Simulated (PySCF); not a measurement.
## Computed properties of B(Cl)(F)(SH) (BClFHS), SMILES FB(S)Cl

B(Cl)(F)(SH) (BClFHS), SMILES FB(S)Cl. Geometry: B3LYP-D3(BJ)/def2-SVP. Other conformers were not sampled. All values are computed for the isolated molecule unless a solvent is named; none is compared with measurement here.

**Structure.** The optimised structure has Cs symmetry. All 9 harmonic modes at B3LYP-D3(BJ)/def2-SVP (PySCF) are real, so it is a minimum. With heavy atoms numbered as in [B:1]([Cl:2])([F:3])[SH:4], the shortest bond between them is B1–F3 at 1.323 Å and the longest B1–S4 at 1.803 Å.

**Vibrations.** The strongest infrared lines (harmonic, unscaled, degenerate partners summed) lie at 1008 cm⁻¹ (379 km/mol, B 83 %), 1333 cm⁻¹ (270 km/mol, B 71 %, F 27 %), 820 cm⁻¹ (38 km/mol, H 80 %, S 10 %). The softest mode is at 236 cm⁻¹ and the zero-point energy is 11.2 kcal/mol.

**Electronic structure.** PBE0/def2-TZVPD (PySCF) places the frontier levels at -8.42 and -0.83 eV, a gap of 7.59 eV, and gives a dipole moment of 1.19 D and a mean polarisability of 49.9 bohr³.

**Excitations.** TDDFT-CAM-B3LYP/def2-SVPD (PySCF) has S1 at 6.72 eV (185 nm, f = 0.009, weak); the most intense of the 10 singlets computed lies at 6.73 eV (f = 0.20). T1 (TDA) is at 5.56 eV. No vertical singlet excitation falls in the visible range (under 3.1 eV).

**NMR.** GIAO shifts at B3LYP/pcSseg-2 (PySCF) (non-relativistic, atoms alike by connectivity averaged): ¹H at 2.9 ppm against TMS; ¹⁹F at -39.4 ppm against CFCl3; ¹¹B at 36.0 ppm against BF3. Without spin–orbit terms, shifts of atoms bonded to Cl or Br come out too high.
